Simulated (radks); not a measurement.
Neutral barium inside a hard spherical wall (all orbitals vanish at R), configuration held at [Xe] 6s2 and not refilled when levels cross. Calculated with a radial shooting solver on a logarithmic mesh with Libxc functionals: scalar-relativistic Kohn-Sham, r2SCAN, spin-polarised, spherical densities, finite nucleus; meta-GGA in the generalised Kohn-Sham scheme; Fermi nuclear charge, rms radius 4.8378 fm. Eigenvalues in eV for spin up, with the zero of energy where the potential of the charges vanishes at infinity; a dash marks a level that is unbound or too diffuse for the functional's potential to be trusted. A positive occupied level is held by the wall or, in an anion where self-interaction has pushed it up, behind a barrier. The pressure on the wall is -dE/dV.

| R (bohr) | E (hartree) | kinetic (hartree) | e(4d) | e(5s) | e(5p) | e(6s) | e(5d, empty) | e(6p, empty) | pressure (GPa) |
|---|---|---|---|---|---|---|---|---|---|
| free | -8136.2594 | 8588.987 | -91.515 | -34.814 | -19.463 | -3.267 | -1.875 | -1.172 | 0 |
| 20 | -8136.2594 | 8588.987 | -91.515 | -34.814 | -19.463 | -3.267 | -1.874 | -1.171 | < 0.0001 |
| 15 | -8136.2593 | 8588.988 | -91.507 | -34.806 | -19.455 | -3.262 | -1.868 | -1.155 | 0.000659 |
| 8 | -8136.2228 | 8589.196 | -90.330 | -33.675 | -18.361 | -2.225 | -0.910 | 0.690 | 1.12 |
| 6 | -8136.0616 | 8589.834 | -88.206 | -31.726 | -16.525 | 0.852 | 1.091 | 5.504 | 11.2 |
| 5 | -8135.7637 | 8590.943 | -85.772 | -29.677 | -14.608 | 5.688 | 3.642 | 12.388 | 45.4 |
| 4 | -8134.8076 | 8594.526 | -79.976 | -25.225 | -10.178 | 18.953 | 9.981 | 29.473 | 252 |
| 3.5 | -8133.5345 | 8599.140 | -74.032 | -20.724 | -5.301 | 34.150 | 16.985 | 47.693 | 694 |
| 2.5 | -8123.9497 | 8630.074 | -47.844 | 4.252 | 24.092 | 122.18 | 57.584 | 145.89 | 7930 |
| 1.5 | -8038.5078 | 8873.897 | 55.303 | 195.60 | 239.55 | 628.40 | 306.54 | 672.26 | 263000 |
